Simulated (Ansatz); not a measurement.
C₄H₁₁ClFGaSi, SMILES `C[Si](C)(C)[CH2][Ga]([F])[Cl]`. The species carries charge 0 and has multiplicity 1. All single points use the PBE0-D4/def2-TZVP geometry. It is one conformer, not always the lowest.

```xyz
19

C     1.631    0.745   -1.459
Si    0.397    0.237   -0.147
C    -0.920    1.559    0.041
C     1.255   -0.043    1.491
C    -0.439   -1.373   -0.671
Ga   -2.048   -1.686    0.349
F    -3.647   -1.495   -0.341
Cl   -2.141   -2.182    2.426
H     2.146    1.666   -1.174
H     2.388   -0.030   -1.608
H     1.137    0.921   -2.419
H    -1.606    1.339    0.866
H    -1.517    1.665   -0.870
H    -0.469    2.531    0.256
H     2.040   -0.799    1.401
H     0.553   -0.381    2.258
H     1.722    0.879    1.848
H    -0.725   -1.339   -1.726
H     0.243   -2.214   -0.520
```

What is the dipole moment at B3LYP/def2-TZVPP? (Best estimate.)

The calculation gave: 3.77 D, with components (3.37, 0.88, -1.45) D in this frame, pointing from negative to positive charge.

And with PBE, r2SCAN, ωB97M-V? (Estimate.)

The calculation gave: PBE 3.70 D, r2SCAN 3.77 D, ωB97M-V 3.69 D.

Give the Mulliken charges with B3LYP, r2SCAN, ωB97M-V in def2-TZVPP. (An estimate is asked.)

Computed: 
| atom | B3LYP | r2SCAN | ωB97M-V |
| --- | --- | --- | --- |
| C1 | -0.39 | -0.32 | -0.45 |
| Si2 | 0.43 | 0.40 | 0.40 |
| C3 | -0.40 | -0.31 | -0.46 |
| C4 | -0.37 | -0.29 | -0.42 |
| C5 | -0.34 | -0.33 | -0.46 |
| Ga6 | 0.64 | 0.65 | 0.67 |
| F7 | -0.38 | -0.37 | -0.37 |
| Cl8 | -0.28 | -0.28 | -0.25 |
| H9 | 0.09 | 0.07 | 0.11 |
| H10 | 0.09 | 0.07 | 0.11 |
| H11 | 0.09 | 0.07 | 0.11 |
| H12 | 0.10 | 0.07 | 0.12 |
| H13 | 0.11 | 0.09 | 0.14 |
| H14 | 0.09 | 0.07 | 0.12 |
| H15 | 0.09 | 0.07 | 0.12 |
| H16 | 0.10 | 0.08 | 0.12 |
| H17 | 0.09 | 0.07 | 0.12 |
| H18 | 0.12 | 0.10 | 0.15 |
| H19 | 0.10 | 0.09 | 0.14 |

B3LYP here is the variant with VWN-RPA as its local correlation; programs differ in this.
